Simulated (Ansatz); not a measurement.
Molecule: CsI, charge -1, multiplicity 2. 
Structure (B3LYP-D3(BJ)/def2-TZVP (Ansatz, an electronic-structure program) minimum search):
```
Cs
I 1 3.6081
```
Charge -1, spin multiplicity 2.

Basis-set convergence of Hartree-Fock and MP2 correlation energies (hartree) with Ansatz. Valence correlation only, unless marked. UHF or UKS for open shells. No spin-orbit coupling. The frozen core is the preceding noble-gas configuration, with the filled d and f shells of earlier blocks. The outer core of K, Ca and their heavier congeners is not correlated, a term that matters for these elements. In def2 rows, elements after Kr have scalar-relativistic effective core potentials.

```
basis        functions       E(HF)  E(corr, MP2)
-----------  ---------  ----------  ------------
def2-SVPD           62  -316.62731      -0.10947
def2-TZVPPD         98  -316.63327      -0.14513
def2-QZVPPD        153  -316.63506      -0.16653
```

Extrapolating the two largest sets (X = 3 and 4) as X^-3: E(corr) = (64·(-0.16653) - 27·(-0.14513))/37 = -0.1821 Eh, an estimate of the basis-set limit. The largest set recovers 91.4 % of it, the smallest 60.1 %.
